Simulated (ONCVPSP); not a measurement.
# Which change was made? (Ge, ONCV)

ONCVPSP 4.0.1 input, shortened (lines: element, Z, core and valence counts, functional; n l f; lmax; l rc ep ncon nbas qcut; lloc lpopt rc5 dvloc0; l nproj debl; icmod fcfact rcfact), LDA (Perdew-Zunger), fully relativistic:

```
  Ge 32.00    3    5        3      upf
    1    0    2.00
    2    0    2.00
    2    1    6.00
    3    0    2.00
    3    1    6.00
    3    2   10.00
    4    0    2.00
    4    1    2.00
    2
    0    0.95    0.00    4    9   14.80
    1    0.90    0.00    4    7   12.90
    2    0.85    0.00    4    9   22.50
    4    5    0.75    0.00
    0    2    1.00
    1    3    3.00
    2    2    0.80
    0    0.00    0.00
```

Open shells are filled in proportion to 2j + 1.

In the d channel the program set the typed energies aside and used -1.077, 0.250 Ha (j = l + 1/2; the other j can differ).

Cutoffs, loose and tight: the cutoffs (Ha) at which the residual kinetic energy of the hardest occupied pseudo-wave falls to 1 and 0.1 mHa per electron. They do not see the model core or the augmentation charge, which bear on the density cutoff. Test errors are all-electron minus pseudo excitation energies from the reference, over the configurations 3s2 3p6 3d10 4s2 4p1; 3s2 3p6 3d10 4s2 4p0; 3s2 3p6 3d10 4s1 4p0; 3s2 3p6 3d10 4s1 4p3; variants that change the core or the reference have their own tests.

The base gives: outcome: generated, projector energies reset by the program; cutoff, loose: 168 Ha; cutoff, tight: 191 Ha; bound ghosts: none; GHOST(+) flags above zero: none; largest test error (meV): +5.2.

Q: After one change the result is: outcome: generated, projector energies reset by the program; cutoff, loose: 138 Ha; cutoff, tight: 157 Ha; bound ghosts: none; GHOST(+) flags above zero: none; largest test error (meV): +5.2. Which change was it?
A. s: qcut 11.2; p: qcut 9.8; d: qcut 17.1
B. core [Ar], valence charge 14; reference 3d10 4s2; waves now 4s: rc 1.60 bohr, ncon 5, nbas 9, qcut 4.5 1/bohr, 1 projector; p scattering state at 0.41 Ha: rc 1.30 bohr, ncon 5, nbas 8, qcut 7.5 1/bohr, 2 projectors, debl 2.4 Ha; 3d: rc 0.70 bohr, ncon 5, nbas 8, qcut 19.2 1/bohr, 2 projectors, debl 2 Ha; local potential polynomial inside 0.60 bohr (lpopt 5, dvloc0 3 Ha)
C. d: rc 0.98

A: C. The others give: s: qcut 11.2; p: qcut 9.8; d: qcut 17.1 → outcome: generated, projector energies reset by the program; cutoff, loose: 125 Ha; cutoff, tight: 171 Ha; bound ghosts: p1/2; GHOST(+) flags above zero: p3/2; largest test error (meV): +16 | core [Ar], valence charge 14; reference 3d10 4s2; waves now 4s: rc 1.60 bohr, ncon 5, nbas 9, qcut 4.5 1/bohr, 1 projector; p scattering state at 0.41 Ha: rc 1.30 bohr, ncon 5, nbas 8, qcut 7.5 1/bohr, 2 projectors, debl 2.4 Ha; 3d: rc 0.70 bohr, ncon 5, nbas 8, qcut 19.2 1/bohr, 2 projectors, debl 2 Ha; local potential polynomial inside 0.60 bohr (lpopt 5, dvloc0 3 Ha) → outcome: failed: ERROR pspot: first pseudo wave function has node, program will stop.
